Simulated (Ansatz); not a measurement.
Relaxation of BBrCl2H2 (6 atoms, charge 0, multiplicity 1), to a largest force component of 0.03 eV/Å in at most 50 steps.

All numbers below come from RKS PBE/def2-SVP in Ansatz 0.2.0.

```xyz
6
Properties=species:S:1:pos:R:3:forces:R:3
B 0.671 -0.413 0.182 0.70 0.93 -0.29
Br 1.495 1.322 -0.382 -0.32 -1.00 0.34
Cl 0.452 -1.678 -1.001 0.00 0.01 0.01
Cl 0.293 -0.669 1.868 0.00 0.00 -0.02
H -1.305 1.022 -0.433 0.92 2.19 -0.73
H -1.606 0.415 -0.234 -1.31 -2.13 0.68
```

Question: Where does it end, and by what steps?

Answer: The forces met the threshold. The force dipped under the threshold on the way, but the program's further checks kept it going. After 13 steps the energy has fallen by 0.255 eV; H6 moved furthest, 0.68 Å.

| step | energy less start (eV) | largest force component (eV/Å) | accepted |
| --- | --- | --- | --- |
| 0 | 0.0000 | 2.190 | yes |
| 1 | -0.1745 | 0.544 | yes |
| 2 | -0.2168 | 0.553 | yes |
| 3 | -0.2353 | 0.369 | yes |
| 4 | -0.2452 | 0.249 | yes |
| 5 | -0.2519 | 0.137 | yes |
| 6 | -0.2538 | 0.089 | yes |
| 7 | -0.2542 | 0.048 | yes |
| 8 | -0.2543 | 0.040 | yes |
| 9 | -0.2544 | 0.017 | yes |
| 10 | -0.2544 | 0.033 | yes |
| 11 | -0.2545 | 0.012 | yes |
| 12 | -0.2545 | 0.039 | no |
| 13 | -0.2546 | 0.017 | yes |

```xyz
6
Properties=species:S:1:pos:R:3
B 0.990 -0.514 0.233
Br 1.771 1.151 -0.307
Cl 0.726 -1.781 -0.947
Cl 0.543 -0.771 1.907
H -1.795 1.252 -0.556
H -2.235 0.663 -0.330
```

Run time: 21 s on 2 threads of Arm Neoverse V1, on a shared host, peak memory 0.14 GiB.
